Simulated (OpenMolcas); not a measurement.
## Which level was it?

The species is C2H8GaN (12 atoms), meant as a singlet with charge 0. SMILES: `[CH3][Ga]([CH3])[NH2]`. The shape is that of a PBE0-D4/def2-TZVP optimisation.

```xyz
12

C    -0.4966    1.7951   -0.3831
Ga   -0.0788   -0.0979   -0.0520
C     1.4423   -0.7830    0.9894
N    -1.2068   -1.3332   -0.7791
H    -1.3899    1.9103   -0.9990
H    -0.6593    2.3233    0.5599
H     0.3361    2.2901   -0.8892
H     1.4143   -0.3972    2.0116
H     1.4434   -1.8733    1.0341
H     2.3877   -0.4567    0.5484
H    -2.0172   -1.1049   -1.3294
H    -1.0982   -2.3280   -0.6775
```

Orbital energies and the dipole are those of the mean-field step.

A calculation with OpenMolcas 26.06 gave:

```
total energy  : -2058.7156 Eh
dipole moment : 0.26 D
HOMO energy   : -10.19 eV
LUMO energy   : 3.18 eV
HOMO–LUMO gap : 13.37 eV
```

Task: Which of these levels gave the numbers?
A. B3LYP/cc-pVDZ
B. CCSD(T)/cc-pVDZ (Cholesky decomposition)
C. revPBE/cc-pVDZ
D. M06-2X/cc-pVDZ

Result: B. The others give -2060.6788 Eh (B3LYP/cc-pVDZ), -2060.4393 Eh (revPBE/cc-pVDZ), -2060.5595 Eh (M06-2X/cc-pVDZ).
